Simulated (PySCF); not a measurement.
C₂H₆B₃O₃, doublet, at a GFN2-xTB geometry; DF-M062X/6-311++G** in PySCF.

Input for PySCF:
```python
from pyscf import gto, scf, dft

mol = gto.M(
    atom='''
C    -2.557902   -0.865660    0.530178
B    -1.182412   -0.138409    0.219186
O    -1.119284    1.223102    0.083625
B     0.061978    1.847343   -0.176823
O     1.197399    1.108074   -0.305684
B     1.169276   -0.255615   -0.178402
C     2.491144   -1.117771   -0.342722
O    -0.028403   -0.853262    0.083945
H    -3.396409   -0.177237    0.509624
H    -2.747090   -1.660497   -0.186480
H    -2.527815   -1.331026    1.512500
H     2.571087   -1.866717    0.440229
H     3.383748   -0.500858   -0.326013
H     2.475119   -1.652975   -1.289493
''',
    basis='6-311++g**',
    charge=0,
    spin=1,
    verbose=3,
)

mf = dft.UKS(mol)
mf.xc = 'm062x'
mf = mf.density_fit(auxbasis='def2-universal-jkfit')
mf.kernel()
mf.analyze()
```

**Question.** What does PySCF print? Leave out banner, timings and long lists.

**Answer.** 
```
converged SCF energy = -380.26324947898  <S^2> = 0.75346097  2S+1 = 2.003458
**** MO energy ****
                             alpha | beta                alpha | beta
MO #1   energy= -19.6575456716849  | -19.6560787668013  occ= 1 | 1
MO #2   energy= -19.6574926514293  | -19.6560249953732  occ= 1 | 1
MO #3   energy= -19.6509241284799  | -19.6508684639445  occ= 1 | 1
MO #4   energy= -10.5128719010716  | -10.5128393470739  occ= 1 | 1
MO #5   energy= -10.5128531424722  | -10.5128204287422  occ= 1 | 1
MO #6   energy= -7.13192829961192  | -7.12193792523272  occ= 1 | 1
MO #7   energy= -7.11279786926001  | -7.11260832560794  occ= 1 | 1
MO #8   energy= -7.11279120009926  | -7.11260257638088  occ= 1 | 1
MO #9   energy= -1.22358950199646  | -1.22033017137395  occ= 1 | 1
MO #10  energy= -1.15894903346535  | -1.15450365684459  occ= 1 | 1
MO #11  energy= -1.15524733142105  | -1.15299171479549  occ= 1 | 1
MO #12  energy= -0.804311202685887 | -0.803751185814679 occ= 1 | 1
MO #13  energy= -0.797505622861274 | -0.796959794177609 occ= 1 | 1
MO #14  energy= -0.688439202221661 | -0.672888747429347 occ= 1 | 1
MO #15  energy= -0.67602023784459  | -0.672525764319022 occ= 1 | 1
MO #16  energy= -0.641877488128454 | -0.634558136376413 occ= 1 | 1
MO #17  energy= -0.590955761640117 | -0.586064250858989 occ= 1 | 1
MO #18  energy= -0.55413427673448  | -0.551336769988961 occ= 1 | 1
MO #19  energy= -0.481697995564364 | -0.482116742498114 occ= 1 | 1
MO #20  energy= -0.473675360114329 | -0.471209454399022 occ= 1 | 1
MO #21  energy= -0.473071852072086 | -0.470518855516237 occ= 1 | 1
MO #22  energy= -0.471986135101523 | -0.469072195531186 occ= 1 | 1
MO #23  energy= -0.455245314178232 | -0.454501232519629 occ= 1 | 1
MO #24  energy= -0.452528818273518 | -0.450621593152649 occ= 1 | 1
MO #25  energy= -0.446654492908875 | -0.44609906270491  occ= 1 | 1
MO #26  energy= -0.444011871456491 | -0.444990527515978 occ= 1 | 1
MO #27  energy= -0.424242713625695 | -0.418067916961274 occ= 1 | 1
MO #28  energy= -0.3960444700617   | -0.394507905985623 occ= 1 | 1
MO #29  energy= -0.274319859146527 | -0.10738434846763  occ= 1 | 0
MO #30  energy= -0.00566718205904923 | -0.00539294389916428 occ= 0 | 0
MO #31  energy= 0.00936253189374242 | 0.00822288929139833 occ= 0 | 0
MO #32  energy= 0.0104480757093928 | 0.0108380689091202 occ= 0 | 0
MO #33  energy= 0.0198165795232946 | 0.024921449958569  occ= 0 | 0
MO #34  energy= 0.0256094329705052 | 0.0315536502480027 occ= 0 | 0
MO #35  energy= 0.0337435405046172 | 0.0334109322517533 occ= 0 | 0
MO #36  energy= 0.0358290809320601 | 0.0361454139758585 occ= 0 | 0
MO #37  energy= 0.0364709659835266 | 0.0397277107984188 occ= 0 | 0

To work with the spin densities directly, `use mulliken_meta_spin()` only printing them here.

 ** Mulliken spin pop alpha/beta on meta-lowdin orthogonal AOs **
 ** Mulliken Spin Density (per atom)  **
spin density of  0 C =      0.00125
spin density of  1 B =      0.02183
spin density of  2 O =      0.01617
spin density of  3 B =      0.91823
spin density of  4 O =      0.01617
spin density of  5 B =      0.02185
spin density of  6 C =      0.00124
spin density of  7 O =      0.00191
spin density of  8 H =      0.00005
spin density of  9 H =      0.00038
spin density of  10 H =      0.00025
spin density of  11 H =      0.00047
spin density of  12 H =      0.00004
spin density of  13 H =      0.00017
 ** Mulliken pop alpha/beta on meta-lowdin orthogonal AOs **
 ** Mulliken atomic charges   ( Nelec_alpha | Nelec_beta ) **
charge of  0C =     -0.47635  (     3.23880      3.23755 )
charge of  1B =      0.49594  (     2.26294      2.24111 )
charge of  2O =     -0.39771  (     4.20694      4.19077 )
charge of  3B =      0.36463  (     2.77680      1.85857 )
charge of  4O =     -0.39783  (     4.20700      4.19083 )
charge of  5B =      0.49588  (     2.26298      2.24113 )
charge of  6C =     -0.47630  (     3.23877      3.23753 )
charge of  7O =     -0.40739  (     4.20465      4.20274 )
charge of  8H =      0.12861  (     0.43572      0.43567 )
charge of  9H =      0.13452  (     0.43293      0.43255 )
charge of  10H =      0.13646  (     0.43190      0.43165 )
charge of  11H =      0.13318  (     0.43364      0.43318 )
charge of  12H =      0.12905  (     0.43549      0.43545 )
charge of  13H =      0.13731  (     0.43143      0.43126 )
Dipole moment(X, Y, Z, Debye): -0.04001, -1.23355,  0.10632
```
